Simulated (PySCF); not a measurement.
## Ir: excitation energy

Ir [Xe] 4f14 5d7 6s2 (4F) → Ir [Xe] 4f14 5d9 (2D), as a difference of total energies. All numbers are calculated (PySCF 2.14, the spin-free X2C one-electron Hamiltonian (Gaussian nucleus), in x2c-TZVPPall). The calculations carry no spin-orbit coupling.

| method | excitation energy (eV) |
| --- | --- |
| LDA | 1.682 |
| PBE | 1.869 |

A first-order spin-orbit estimate (lowest level to lowest level, LS coupling) adds 0.301 eV.

The Hartree-Fock determinant of the upper state isn't an eigenfunction of L²: it has lost the atom's symmetry, so its energy isn't that of a pure term.
